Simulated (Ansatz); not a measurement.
Relaxation of Cl2H4N2Zr (9 atoms, charge 0, multiplicity 1), to a largest force component of 0.02 eV/Å in at most 40 steps.

Computed with Ansatz, RHF/def2-SVP.

```xyz
9
Properties=species:S:1:pos:R:3:forces:R:3
Zr 0.000 0.000 0.000 -0.65 1.21 0.98
N 0.000 0.000 2.210 0.10 -0.11 -2.20
H -0.877 -0.271 2.740 2.39 0.79 -0.54
H 0.877 0.271 2.740 -2.39 -0.75 -0.53
Cl 2.376 0.000 -0.839 -1.66 0.10 0.69
N -1.041 1.803 -0.736 1.00 -1.86 0.59
H -2.061 1.748 -1.019 2.36 0.90 0.46
H -0.520 2.724 -0.806 -1.86 -1.76 -0.07
Cl -1.187 -2.056 -0.839 0.71 1.49 0.62
```

Q: Where does it end, and by what steps?

A: The run converged. The force dipped under the threshold on the way, but the program's further checks kept it going. After 25 steps the energy has fallen by 1.509 eV; H3 moved furthest, 1.01 Å.

```tsv
step	energy less start (eV)	largest force component (eV/Å)	accepted
0	0.0000	2.389	yes
1	-1.2651	1.516	yes
2	-1.3779	1.066	yes
3	-1.4409	0.405	yes
4	-1.4576	0.240	yes
5	-1.4761	0.561	yes
6	-1.4893	0.205	yes
7	-1.5018	0.141	yes
8	-1.5031	0.038	yes
9	-1.5041	0.028	yes
10	-1.5043	0.107	yes
11	-1.5046	0.079	yes
12	-1.5055	0.005	yes
13	-1.4928	0.654	no
14	-1.5060	0.018	yes
15	-1.5052	0.269	no
16	-1.5065	0.035	yes
17	-1.5067	0.097	yes
18	-1.5050	0.256	no
19	-1.5066	0.097	no
20	-1.5074	0.052	yes
21	-1.5080	0.012	yes
22	-1.5085	0.067	yes
23	-1.5082	0.226	no
24	-1.5080	0.109	no
25	-1.5088	0.005	yes
```

```xyz
9
Properties=species:S:1:pos:R:3
Zr 0.025 0.023 0.000
N 0.010 0.063 2.019
H -0.540 0.673 2.599
H 0.557 -0.536 2.616
Cl 2.313 0.170 -0.722
N -1.049 1.620 -0.603
H -1.948 1.583 -1.055
H -0.743 2.579 -0.576
Cl -1.057 -1.955 -0.828
```

Whether the end is a true minimum wasn't checked by a vibrational analysis.

Run time: 53 s on 2 threads of Arm Neoverse V1, on a shared host, peak memory 0.26 GiB.
